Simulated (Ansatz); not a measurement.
Results of the Gaussian-basis code of Ansatz.

`N[SiH2]C[Si](N)(F)F` at its PBE0-D4/def2-TZVP geometry, where that method's forces vanish. Total charge 0; spin multiplicity 1.

```tsv
atom	x (Å)	y (Å)	z (Å)
N1	-0.692	-2.256	-0.654
Si2	-0.030	-0.965	-1.573
C3	0.814	0.225	-0.394
Si4	-0.277	1.069	0.816
N5	0.576	1.927	1.995
F6	-1.260	2.101	0.112
F7	-1.272	-0.025	1.437
H8	-0.955	-3.112	-1.114
H9	-1.318	-2.042	0.107
H10	-1.000	-0.176	-2.389
H11	0.956	-1.563	-2.513
H12	1.579	-0.340	0.151
H13	1.330	0.997	-0.975
H14	1.425	1.569	2.395
H15	0.123	2.592	2.600
```

For each bond, give half the difference of the two atoms' forces along it (eV/Å; positive pushes the atoms apart) under PBE-D4, r2SCAN-D4, B3LYP-D4, ωB97M-V in def2-TZVPP. (Best estimate.)

The calculation gave: 
| bond | length (Å) | PBE-D4 | r2SCAN-D4 | B3LYP-D4 | ωB97M-V |
| --- | --- | --- | --- | --- | --- |
| N1–Si2 | 1.717 | 0.09 | 0.01 | 0.12 | 0.12 |
| N1–H8 | 1.007 | 0.19 | 0.02 | -0.01 | -0.02 |
| N1–H9 | 1.009 | 0.20 | 0.01 | -0.03 | -0.03 |
| Si2–C3 | 1.876 | 0.00 | 0.01 | 0.10 | 0.02 |
| Si2–H10 | 1.494 | 0.02 | -0.02 | -0.11 | -0.14 |
| Si2–H11 | 1.488 | 0.05 | -0.02 | -0.14 | -0.14 |
| C3–Si4 | 1.835 | -0.15 | -0.04 | 0.00 | -0.08 |
| C3–H12 | 1.096 | 0.09 | 0.00 | -0.07 | -0.05 |
| C3–H13 | 1.095 | 0.09 | 0.00 | -0.07 | -0.04 |
| Si4–N5 | 1.689 | -0.03 | 0.00 | 0.00 | 0.03 |
| Si4–F6 | 1.590 | 0.47 | 0.04 | 0.16 | 0.14 |
| Si4–F7 | 1.603 | 0.45 | 0.05 | 0.16 | 0.13 |
| N5–H14 | 1.005 | 0.17 | 0.01 | -0.02 | -0.03 |
| N5–H15 | 1.007 | 0.18 | 0.02 | -0.02 | -0.03 |

B3LYP here is the variant with VWN-RPA as its local correlation; programs differ in this.
